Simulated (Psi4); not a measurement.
zinc atom (Zn), singlet.

The Psi4 input:
```
memory 2 GB

molecule {
0 1
Zn    0.00000000    0.00000000    0.00000000
}

set {
  basis 3-21g
}

energy('pbe0')
print_variables()
```

Task: What does this run give for the dipole moment, number of basis functions, total energy?

Result: 
```yaml
dipole_moment: 0.00 D
number_of_basis_functions: 29
total_energy: -1770.3946 Eh
```
